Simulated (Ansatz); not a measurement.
Ga9As9H24⁺, a nanocrystal cut from wurtzite GaAs (hydrogen-capped). The state is a doublet with charge 1. Geometry PBE-D4/def2-SVP, that of the neutral singlet.

Cartesian coordinates in Å:
```
Ga -4.829 -0.722 1.094
As -3.722 1.060 2.554
As -2.765 -1.214 -0.228
Ga -2.058 0.674 -1.656
Ga -1.329 1.744 2.370
As -1.055 2.295 -0.029
As -0.129 -0.037 -3.026
Ga 0.595 1.704 -4.667
Ga 1.307 2.922 -0.427
As 1.409 3.345 -2.884
Ga -0.990 -2.281 1.118
As -0.085 -0.393 2.495
As 0.895 -2.870 -0.365
Ga 1.758 -1.053 -1.798
Ga 2.330 0.088 2.234
As 2.416 0.724 -0.157
Ga 2.707 -4.130 0.809
As 3.397 -2.167 2.294
H -5.876 0.062 0.213
H -5.152 -1.913 2.076
H -4.516 2.362 2.511
H -3.945 0.761 4.034
H -3.157 -2.298 -1.232
H -3.227 1.349 -2.473
H -0.889 2.861 3.390
H -1.827 3.600 -0.206
H -0.683 -1.194 -3.856
H -0.659 2.400 -5.323
H 1.899 1.241 -5.424
H 1.870 4.094 0.462
H 0.773 4.718 -3.084
H 2.848 3.771 -3.160
H -1.489 -3.460 2.040
H -0.227 -0.828 3.951
H 0.278 -3.851 -1.361
H 2.983 -1.461 -2.705
H 2.942 1.127 3.248
H 3.892 1.012 -0.419
H 2.091 -5.195 1.795
H 3.932 -4.363 -0.157
H 3.390 -2.576 3.764
H 4.897 -1.909 2.185
```

Single mean-field runs in def2-TZVP are fitted with def2-universal-jkfit. At PBE-D4/def2-TZVP an occupied level lies above an empty one. At PBE-D4/def2-TZVP the gap within one spin of the charge 1 doublet nearly closes, so an electron or hole may be smeared out by delocalisation error.

**Question.** Estimate the α-spin orbital energies around the gap (eV) in Ansatz with PBE-D4/def2-TZVP, PBE0-D4/def2-TZVP.

**Answer.** 
```
orbital  PBE-D4/def2-TZVP  PBE0-D4/def2-TZVP
 HOMO−5             -9.42             -10.47
 HOMO−4             -9.34             -10.36
 HOMO−3             -9.33             -10.35
 HOMO−2             -9.23             -10.23
 HOMO−1             -9.03             -10.05
   HOMO             -8.85              -9.81
   LUMO             -5.02              -4.33
 LUMO+1             -4.86              -4.16
 LUMO+2             -4.83              -4.12
 LUMO+3             -4.75              -4.03
 LUMO+4             -4.48              -3.76
 LUMO+5             -4.46              -3.72
 β HOMO             -8.80              -9.72
 β LUMO             -8.87              -8.89
```
